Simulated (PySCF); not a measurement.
## Electronic absorption of PP3OOO nortricyclane

Species: PP3OOO nortricyclane, P₄O₃.
Z-matrix (Å and degrees, PBE0-D3(BJ)/def2-SVP geometry), rows numbered from 1:
```
P 
O   1  1.6633
P   2  1.6897  1  117.20
P   3  2.2779  2   93.28  1    29.99
O   1  1.6621  2   95.93  3   -48.22
P   3  2.2777  2   93.23  1   -30.13
O   1  1.6629  2   95.86  3    48.34
```

Computed, not measured: PySCF, TDDFT wB97X-D/def2-SVPD, vertical, gas phase, core orbitals frozen in the response.

| state | E (eV) | E (hartree) | f | symmetry | main configurations (H = HOMO, L = LUMO) |
| --- | --- | --- | --- | --- | --- |
| S1 | 4.01 | 0.1475 | 0.0003 | – | H-1/H→L (≥94%) |
| S2 | 4.02 | 0.1477 | 0.0003 | – | H-1/H→L (≥94%) |
| S3 | 5.26 | 0.1933 | 0.030 | A1 | H-2→L (84%) |
| S4 | 5.49 | 0.2019 | 0.0013 | – | H-1/H→L+1 (≥59%), H-1/H→L+2 (≥16%) |
| S5 | 5.50 | 0.2019 | 0.0013 | – | H-1/H→L+1 (≥58%), H-1/H→L+3 (≥15%) |
| S6 | 5.51 | 0.2025 | 0.0000 | – | H-1/H→L+3 (≥43%), H-1/H→L+2 (≥42%) |
| S7 | 5.76 | 0.2119 | 0.0002 | – | H-1/H→L+3 (≥36%), H-1/H→L+2 (≥36%), H-2→L (9%) |
| S8 | 6.18 | 0.2271 | 0.056 | E | H-1/H→L+1 (≥18%), H-1/H→L+3 (≥15%), H-1/H→L+2 (≥15%) |
| S9 | 6.18 | 0.2271 | 0.056 | E | H-1/H→L+1 (≥17%), H-1/H→L+3 (≥15%), H-1/H→L+2 (≥15%) |

Triplets, Tamm–Dancoff:

```
state  E (eV)  λ (nm)  main configurations (H = HOMO, L = LUMO)
   T1    3.63   341.5                            H-1/H→L (≥92%)
   T2    3.64   340.6                            H-1/H→L (≥92%)
   T3    4.47   277.6                          H-1/H→L+1 (≥85%)
   T4    4.47   277.5                          H-1/H→L+1 (≥85%)
```

The lowest singlet level (S1/S2) lies at 4.01 eV (309 nm, ultraviolet) and is very weak. The strongest level in the table is S8/S9 at 6.18 eV (201 nm, f = 0.111 summed). It is the last of those listed, so stronger ones may follow. S1/S2, S4/S5 and S8/S9 lie within about 0.01 eV of each other in each set; the point group C3v has degenerate representations, and within a degenerate level the listed configurations can mix freely. Löwdin shares by element: HOMO (one of a set within 0.03 eV) phosphorus 78% or more, oxygen 8% or more; LUMO phosphorus 70% or more, oxygen 8% or more (atoms not listed hold the other 21%). Weighted by f, the mean energy of these states is 5.97 eV. The oscillator strengths of these states sum to 0.145; summed over the whole spectrum of an exact calculation they would give the number of electrons, 84 (Thomas–Reiche–Kuhn). Of the 9 states listed, 3 reach f = 0.01 and 4 stay under 0.0005. Symmetry labels in C3v follow from the direction of the transition dipole and are given only for states with f of 0.002 or more. Orbitals of the list HOMO-3 to LUMO+2 that lie within 0.01 eV of each other are written together with a slash and their weights summed (≥ marks a lower bound); for degenerate orbitals outside that list single weights are arbitrary. Singlets were solved by full linear response, triplets in the Tamm–Dancoff approximation. The highest level found (6.30 eV, f 0.0000 so far) is left out, since the window may have cut off a degenerate partner.

Hardware: one thread of an Arm Neoverse V1, no GPU, shared host with 64 logical CPUs at a one-minute load of 37. Cost: 26 s of wall time (with the writing of density and orbital grids), 0.75 GiB resident at most.

One conformer stands for the species.
